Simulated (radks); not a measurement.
Dipole-allowed excitations along the series with 11 electrons in [Ne] 3s1. Method: non-relativistic Kohn-Sham, PBE, spin-polarised, spherical densities, point nucleus; open shells are filled with parallel spins first; computed with a radial shooting solver on a logarithmic mesh with Libxc functionals. Time-dependent linear response with the Hartree and adiabatic LDA kernel, continuum included through the Sternheimer equations. Lines are the poles of the dipole polarisability below minus the highest occupied eigenvalue, found on a grid refined at the orbital gaps; the lowest seven at most are given, and weak or close lines can be missed. The first line takes the name of the lowest orbital gap if no other gap lies below it; otherwise a line is named after a gap within 0.6 % of it, if that gap stands alone.

species  -e(HOMO) (eV)  lowest orbital gap (eV)  first line (eV)      f  static alpha (bohr^3)
Cr13+           370.12             3s-3p 28.883   30.903 (3s-3p)  0.382                 0.3110
Mn14+           419.89             3s-3p 30.875   33.029 (3s-3p)  0.364                 0.2593
Fe15+           472.70             3s-3p 32.865   35.153 (3s-3p)  0.348                 0.2185
Co16+           528.53             3s-3p 34.853   37.274 (3s-3p)  0.333                 0.1859
Ni17+           587.41             3s-3p 36.839   39.393 (3s-3p)  0.319                 0.1595

Estimate the first line of V12+, its oscillator strength and the static polarisability.

Answer. 28.774 eV (3s-3p), f = 0.402, alpha = 0.3775 bohr^3.
